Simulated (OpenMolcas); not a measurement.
**Rh3+: ligand-field states by method**

Rh3+ with 6 ligands (chloride) in trigonal prismatic coordination (D3h) at 2.33 Å, a polar angle of 50.1° against the regular 49.1°. A charge of +0.5 e stands 3.2 Å behind each ligand. Ligand basis ANO-RCC-VDZP.

```yaml
Program: OpenMolcas 26.06
Basis: ANO-RCC-VDZP [6s5p3d1f]
Scalar_Hamiltonian: DKH2, point nucleus
Active_space: 6 electrons in 5 orbitals (4d)
State_averaging: 2S+1 = 5 even, 5 roots; 2S+1 = 3 even, 45 roots; 2S+1 = 1 even, 50 roots
Spin-orbit_coupling: RASSI with atomic mean-field integrals over the reference wave functions
```

I. CASSCF
II. SS-CASPT2, IPEA 0.25 Eh, imaginary shift 0.1 Eh (closed shells correlated: 4s 4p and the ligand valence shells)

Spin-free states (labels of D3, the rotations of D3h) in cm-1, each column counted from its own energy of the first state listed:

| State | Degeneracy | I | II |
| --- | --- | --- | --- |
| 5A1 | 1 | 0 | 0 |
| 1A1 | 1 | 999 | -11950 |
| 3A2 | 1 | 2677 | -6860 |
| 3E | 2 | 3004 | -7210 |
| 3A1 | 1 | 3036 | -6750 |
| 5E | 2 | 3178 | 5300 |
| 1A1 | 1 | 8490 | -4960 |
| 1A2 | 1 | 9728 | -5160 |
| 1E | 2 | 11205 | -2450 |
| 3E | 2 | 14098 | 6820 |
| 3E | 2 | 14979 | 7190 |
| 3E | 2 | 15092 | 6480 |
| 3A2 | 1 | 15663 | 6240 |
| 5E | 2 | 15849 | 20390 |
| 3A2 | 1 | 16330 | 8750 |
| 3A1 | 1 | 17204 | 8630 |
| 3E | 2 | 17664 | 12030 |
| 3E | 2 | 18480 | 11160 |
| 1A1 | 1 | 19574 | 7350 |
| 1A2 | 1 | 19722 | 6870 |

II puts a state of multiplicity 1 lowest, 12000 cm-1 below that state.

From I to II, I's first state of the same spin (5E) moves from 3178 to 5300 cm-1, by about +2100 cm-1.

From I to II, I's first state of another spin (1A1) moves from 999 to -11950 cm-1, by about -13000 cm-1.

χT at 300 K: I 2.66, II 0.05 cm3 K/mol.

Roots that are degenerate in the reference are averaged as groups; the widest CASPT2 spread within a group is 400 cm-1 (the 2-fold group of multiplicity 1 near 66300 cm-1 above the lowest state of its run, II). Shifts and gaps below about the spread of the groups concerned are not significant. Over all roots computed the reference weight is 0.61 to 0.65 in II; a low but even weight reflects the number of correlated electrons. The least metal-like active orbital is 71 % on the metal (Löwdin) and no ligand orbital is active, so the numbers are rough. Ligand-to-metal charge-transfer states are missing. With no ligand orbital active B as a rule stays too high, so bands that hang on it stand too high and its fall with covalency is understated. Without dynamic correlation the repulsion within the d shell is too large (B by tens of per cent), so at a given field states of lower spin stand too high (holds for I). This shell can be high or low spin here, a state of another spin lies low, and with metal d orbitals alone active their balance is uncertain, so the ground spin may be wrong (holds for I). With metal d orbitals alone the field can be off either way by tens of per cent (holds for I). This shell can be high or low spin here, a state of another spin lies low, and with metal d orbitals alone active their balance is uncertain, so the ground spin may be wrong, although the usual error favours high spin (holds for II). The distance lies 4 % under the 2.42 Å that this model takes as the normal distance (a Shannon-type radius plus a fixed donor radius); by an R⁻⁵ law this alone changes a d-shell field by about +21 %. No measured value stands beside these numbers; the geometry was imposed, not optimised, and the real ion may take another.
